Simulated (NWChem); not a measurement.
Molecule: ZrO; SMILES [Zr]=[O]

```xyz
2

Zr     0.0000     0.0000    -0.2840
O      0.0000     0.0000     1.4518
```
Atoms are numbered in this order, from 1.

Results from NWChem. Structure relaxed at the PBE0-D3(BJ)/def2-TZVP level. def2 effective core potentials on Zr; no spin-orbit coupling. Vertical excitations in the gas phase; the lowest state need not have the same character in each row.

For level LRC-wPBEh/def2-SVP, full TDDFT:

```
Quantity                                  Result
----------------------------------------  ------
lowest excitation, singlet (eV)             0.36
lowest state with f > 0.02, singlet (eV)    2.06
orbital gap (eV)                            5.60
```

Problem. What are these values for level PBE/def2-SVP, full TDDFT?

Solution. lowest excitation, singlet (eV): 0.50
lowest state with f > 0.02, singlet (eV): 2.22
orbital gap (eV): 0.27
